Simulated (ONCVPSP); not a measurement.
## Reading a pseudo-wave (nickel)

Columns: radius, all-electron u(r) and pseudo u(r) of the 3d shell (level -18.26 eV) of nickel in the configuration [Ne] 3s2 3p6 3d8 4s1; LDA (Perdew-Wang 92), scalar-relativistic, ONCV scheme, ONCVPSP 4.0.1.

```tsv
r (bohr)	all-electron	pseudo
0.078	0.0540	0.0045
0.155	0.2327	0.0335
0.232	0.4568	0.1052
0.310	0.6620	0.2282
0.388	0.8165	0.3953
0.465	0.9155	0.5853
0.542	0.9683	0.7750
0.620	0.9853	0.9408
0.698	0.9762	1.0591
0.775	0.9501	1.1191
0.852	0.9134	1.1225
0.930	0.8699	1.0768
1.008	0.8232	0.9971
1.085	0.7761	0.9021
1.162	0.7292	0.8067
1.240	0.6830	0.7213
1.318	0.6385	0.6524
1.395	0.5966	0.5997
1.472	0.5569	0.5571
1.550	0.5189	0.5188
1.628	0.4832	0.4831
1.705	0.4501	0.4500
1.782	0.4191	0.4191
1.860	0.3897	0.3897
1.938	0.3623	0.3623
2.015	0.3370	0.3370
```

Task: How many radial nodes do the two functions have?

Result: The all-electron 3d function has n − l − 1 = 0; the pseudo-wave has 0.

Task: At about which radius was the pseudo-wave matched?

Result: 1.55 bohr. The columns agree to 0.0005 from 1.47 bohr on; several derivatives are matched, so the curves merge somewhat inside the radius.

Task: Where does each function peak?

Result: Outermost all-electron maximum near 0.62 bohr, pseudo maximum near 0.85 bohr (to the table’s step).

Task: Is the pseudo-wave norm-conserving?

Result: Yes: the ONCV scheme keeps the norm inside the radius equal to the all-electron one, which fixes the energy derivative of the logarithmic derivative at the level.
